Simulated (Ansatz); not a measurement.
Consider the redistribution: `[O]=[Nb]([OH])([F])[Cl]` + `BC(B)(C)O` → `[O]=[Nb]([OH])([OH])[Cl]` + `BC(B)(C)F`.

Program: Ansatz. Geometries: PBE0-D4/def2-TZVP. ΔE: electronic, gas phase. CCSD(T)/CBS adds triple-zeta CCSD(T) − MP2 to the extrapolated MP2 energy (def2 sets, frozen cores). DFT in def2-TZVPP. B3LYP here is the variant with VWN-RPA as its local correlation; programs differ in this. def2 core potentials past Kr. For Nb outer-core shells are correlated without core-valence functions, which leaves a few kJ/mol of doubt a bond. Each species was taken in one conformer, which may not be the lowest.

`[O]=[Nb]([OH])([F])[Cl]`:

Z-matrix (Å, degrees):
```
Nb
O 1 1.874
F 1 1.863 2 110.4
O 1 1.684 2 107.7 3 118.0
Cl 1 2.296 2 110.2 3 -123.8
H 2 0.960 1 130.4 3 -119.7
```

`BC(B)(C)O`:

Cartesian coordinates in Å:
```
B -0.455 1.597 0.441
C -0.481 0.097 0.246
B 0.270 -0.150 -1.111
C 0.792 -0.731 0.605
O -1.672 -0.609 0.480
H -1.472 2.223 0.387
H 0.597 2.154 0.567
H 1.127 0.566 -1.525
H -0.174 -1.037 -1.784
H 0.460 -1.605 1.160
H 1.556 -0.154 1.115
H 1.309 -1.185 -0.299
H -1.857 -1.166 -0.281
```

`[O]=[Nb]([OH])([OH])[Cl]`:

```xyz
7

O    -0.047    1.308   -1.204
Nb    0.292    0.105   -0.068
O    -0.582    0.542    1.545
O    -0.364   -1.538   -0.723
Cl    2.578    0.006    0.243
H    -1.099    1.318    1.771
H    -0.778   -1.741   -1.564
```

`BC(B)(C)F`:

Z-matrix (Å, degrees):
```
C
C 1 1.540
B 1 1.913 2 53.0
H 1 1.085 2 113.6 3 108.5
H 1 1.088 2 107.9 3 -124.8
H 1 1.136 2 112.6 3 -11.8
B 2 1.510 1 122.2 3 -102.8
F 2 1.384 1 109.9 3 110.8
H 3 1.190 1 106.9 2 117.1
H 3 1.192 1 112.1 2 -105.6
H 7 1.194 2 120.2 1 -161.4
H 7 1.195 2 118.5 1 23.6
```

```json
{"level": "PBE-D4", "ΔE (kJ/mol)": "32.5", "difference from CCSD(T)/CBS": "3.7"}
{"level": "r2SCAN-D4", "ΔE (kJ/mol)": "30.1", "difference from CCSD(T)/CBS": "1.3"}
{"level": "PBE0-D4", "ΔE (kJ/mol)": "31.1", "difference from CCSD(T)/CBS": "2.3"}
{"level": "B3LYP-D4", "ΔE (kJ/mol)": "26.0", "difference from CCSD(T)/CBS": "-2.8"}
{"level": "ωB97X-V", "ΔE (kJ/mol)": "29.6", "difference from CCSD(T)/CBS": "0.8"}
{"level": "B2PLYP", "ΔE (kJ/mol)": "27.4", "difference from CCSD(T)/CBS": "-1.4"}
{"level": "PBE", "ΔE (kJ/mol)": "32.0", "difference from CCSD(T)/CBS": "3.2"}
{"level": "r2SCAN", "ΔE (kJ/mol)": "30.0", "difference from CCSD(T)/CBS": "1.2"}
{"level": "B3LYP", "ΔE (kJ/mol)": "25.1", "difference from CCSD(T)/CBS": "-3.7"}
{"level": "MP2/def2-TZVPP", "ΔE (kJ/mol)": "32.3", "difference from CCSD(T)/CBS": "3.5"}
{"level": "SCS-MP2/def2-TZVPP", "ΔE (kJ/mol)": "30.0", "difference from CCSD(T)/CBS": "1.2"}
{"level": "CCSD/def2-TZVPP", "ΔE (kJ/mol)": "27.7", "difference from CCSD(T)/CBS": "-1.1"}
{"level": "CCSD(T)/def2-TZVPP", "ΔE (kJ/mol)": "29.1", "difference from CCSD(T)/CBS": "0.3"}
{"level": "MP2/def2-QZVPP", "ΔE (kJ/mol)": "32.6", "difference from CCSD(T)/CBS": "3.8"}
{"level": "MP2/CBS(def2)", "ΔE (kJ/mol)": "32.0", "difference from CCSD(T)/CBS": "3.2"}
{"level": "CCSD/CBS(def2)", "ΔE (kJ/mol)": "27.3", "difference from CCSD(T)/CBS": "-1.5"}
{"level": "CCSD(T)/CBS", "ΔE (kJ/mol)": "28.8", "difference from CCSD(T)/CBS": "0"}
```

Largest T1 diagnostic among the species: 0.022, so the coupled-cluster value is less sure than usual.

In def2-TZVPP, CCSD(T) changes the Hartree–Fock value by +9.5 kJ/mol (the triples alone add +1.5 kJ/mol) and MP2 by +12.7 kJ/mol.
